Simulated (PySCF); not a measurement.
# Cl⁺ (chlorine, charge +1) across methods

[Ne] 3s2 3p3 3d1, high-spin 5D determinant (an excited configuration). Computed with PySCF 2.14 in aug-cc-pwCVDZ, with no relativity, point nucleus.

```
 method  E (hartree)  mean ε 3s β (eV)  mean ε 3p α (eV)  mean ε 3d α (eV)  Σ⟨r²⟩ (bohr²)   ⟨S²⟩
 r2SCAN    -459.1101           -30.900           -23.142            -5.254          22.38  6.001
  M06-L    -459.1281           -30.881           -22.972            -4.921          22.31  6.002
   PBE0    -458.9946           -32.333           -24.347            -6.268          22.35  6.000
 PBEsol    -458.2684           -30.780           -22.361            -5.021          22.42  6.000
    UHF   -458.53567           -35.030           -29.414            -9.212          22.47  6.001
    LDA    -457.6342           -31.130           -22.420            -4.982          22.45  6.000
wB97M-V    -459.1090           -35.291           -26.415            -8.140          22.50  6.000
   PW91    -459.1289           -30.912           -22.454            -5.150          22.36  6.000
```

(1) Estimate the same row for PBE.

The outer electron is Rydberg-like, and this basis confines it to a smaller radius and binds it less than a complete one would.

## Answers

(1) E (hartree) = -458.9569; mean ε 3s β (eV) = -30.847; mean ε 3p α (eV) = -22.406; mean ε 3d α (eV) = -5.110; Σ⟨r²⟩ (bohr²) = 22.38; ⟨S²⟩ = 6.000.
